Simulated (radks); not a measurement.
Results of a calculation; reference values are marked as such.
The copper ion Cu+ inside a hard spherical wall (all orbitals vanish at R), configuration held at [Ar] 3d10 and not refilled when levels cross. Level of theory: scalar-relativistic Kohn-Sham, r2SCAN, spin-polarised, spherical densities, finite nucleus; meta-GGA in the generalised Kohn-Sham scheme; Fermi nuclear charge, rms radius 3.8823 fm (a radial shooting solver on a logarithmic mesh with Libxc functionals). Eigenvalues in eV for spin up, with the zero of energy where the potential of the charges vanishes at infinity; a dash marks a level that is unbound or too diffuse for the functional's potential to be trusted. A positive occupied level is held by the wall or, in an anion where self-interaction has pushed it up, behind a barrier. The pressure on the wall is -dE/dV.

R (bohr),E (hartree),kinetic (hartree),e(2p),e(3s),e(3p),e(3d),"e(4s, empty)","e(4p, empty)",pressure (GPa)
free,-1654.80812,1679.468,-932.34,-127.05,-82.979,-13.631,-11.288,-5.917,0
20,-1654.80812,1679.468,-932.34,-127.05,-82.979,-13.631,-11.288,-5.917,< 0.0001
15,-1654.80812,1679.468,-932.34,-127.05,-82.979,-13.631,-11.288,-5.917,< 0.0001
12,-1654.80812,1679.468,-932.34,-127.05,-82.979,-13.631,-11.288,-5.915,< 0.0001
8,-1654.80809,1679.468,-932.34,-127.04,-82.976,-13.628,-11.277,-5.797,0.00178
6,-1654.80711,1679.478,-932.25,-126.97,-82.898,-13.555,-11.084,-5.096,0.118
5,-1654.80200,1679.516,-931.95,-126.69,-82.624,-13.297,-10.469,-3.730,1.03
3,-1654.55679,1680.701,-925.60,-121.29,-77.373,-8.050,1.935,13.924,130
